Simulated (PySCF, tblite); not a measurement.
Isomers of C5H10OSi, one GFN2-xTB conformer each. Single-point energies are computed at PBE0/pcSseg-1 (PySCF, gas phase, no added dispersion term), electronic only.

Question: Rank them by PBE0/pcSseg-1 energy, lowest first (kcal/mol).
A. `[O:1]=[CH:2][C@H:3]1[CH2:4][CH2:5][SiH2:6][CH2:7]1` with O1–C2–C3–C4 -89°, C2–C3–C4–C5 66°, C3–C4–C5–Si6 33°, C4–C5–Si6–C7 -7°, C5–Si6–C7–C3 -20°
B. `[CH2:1]=[C:2]1[C@@H:3]([CH2:4][SiH3:5])[C@H:6]1[OH:7]` with C2–C3–C4–Si5 144°, C3–C6–O7–H 44°
C. `[CH2:1]=[C:2]1[CH2:3][O:4][CH2:5][CH2:6][SiH2:7]1` with C1–C2–C3–O4 129°, C2–C3–O4–C5 70°, C3–O4–C5–C6 -75°, O4–C5–C6–Si7 56°

Answer: A (0.0), C (18.1), B (51.8).

As drawn, the lowest has a C=O bond, which the highest lacks; the highest has a three-membered ring, an O–H bond and a C=C bond outside aromatic rings, which the lowest lacks. GFN2-xTB itself gives, in the same order: 0.0, 12.0, 33.5. Both levels put the same isomer lowest; measured from each level's own lowest isomer, the values differ by up to 18.3 kcal/mol (C=C1[C@@H](C[SiH3])[C@H]1O: 33.5 against 51.8).

Which frontier levels, dipoles and rotational constants go with these structures?

```
                    SMILES  HOMO (eV, PBE0/pcSseg-1)  LUMO (eV)  dipole (D)     A, B, C (MHz)
       O=C[C@H]1CC[SiH2]C1                     -7.43      -0.82        2.61  2948, 2193, 1937
           C=C1COCC[SiH2]1                     -7.32      -0.26        0.93  2980, 2225, 1390
C=C1[C@@H](C[SiH3])[C@H]1O                     -7.15      -0.33        1.64  3935, 1289, 1080
```

What happens when harmonic zero-point energies from GFN2-xTB frequencies are added?

```
                    SMILES  ZPE (kcal/mol)  electronic (kcal/mol)  with ZPE (kcal/mol)
       O=C[C@H]1CC[SiH2]C1            85.1                    0.0                  0.0
           C=C1COCC[SiH2]1            84.5                   18.1                 17.5
C=C1[C@@H](C[SiH3])[C@H]1O            81.1                   51.8                 47.9
```

The zero-point energies span 4.0 kcal/mol. The order is unchanged.
